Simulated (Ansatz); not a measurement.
Wavefunction ladder for C3H9FOSSn (`C[O][Sn]([CH3])([F])[S]C`)

| atom | x (Å) | y (Å) | z (Å) |
| --- | --- | --- | --- |
| C1 | 0.078 | -0.656 | 2.343 |
| O2 | 0.268 | -1.084 | 1.013 |
| Sn3 | -0.861 | -0.416 | -0.434 |
| C4 | -0.304 | -1.460 | -2.187 |
| F5 | -2.672 | -0.892 | 0.006 |
| S6 | -0.857 | 1.961 | -0.320 |
| C7 | 0.947 | 2.216 | -0.292 |
| H8 | -0.071 | 0.429 | 2.420 |
| H9 | -0.785 | -1.149 | 2.805 |
| H10 | 0.971 | -0.918 | 2.917 |
| H11 | -0.603 | -2.501 | -2.070 |
| H12 | -0.808 | -1.022 | -3.047 |
| H13 | 0.776 | -1.398 | -2.313 |
| H14 | 1.098 | 3.273 | -0.073 |
| H15 | 1.424 | 1.625 | 0.489 |
| H16 | 1.400 | 1.993 | -1.258 |

Total charge 0; spin multiplicity 1. Correlated methods include outer-core shells of Sn, which these sets cover unevenly. Sn: def2 effective core potential. Geometry: relaxed with PBE0-D4/def2-TZVP. It is one conformer, not always the lowest. Frozen core, restricted reference, the Gaussian-basis code of Ansatz.

| basis | HF (Eh) | MP2 corr. |
| --- | --- | --- |
| def2-SVP | -903.72027 | -1.04570 |
| def2-TZVPP | -904.23163 | -1.52009 |
| def2-QZVPP | -904.26013 | -1.82836 |

(1) Estimate the CCSD correlation energy and the (T) correction in each basis where they were run (hartree).

## Answers

(1) 
```json
{"basis": "def2-SVP", "CCSD corr.": "-1.11320", "(T)": "-0.02982"}
{"basis": "def2-TZVPP", "CCSD corr.": "-1.56286", "(T)": "-0.05897"}
```
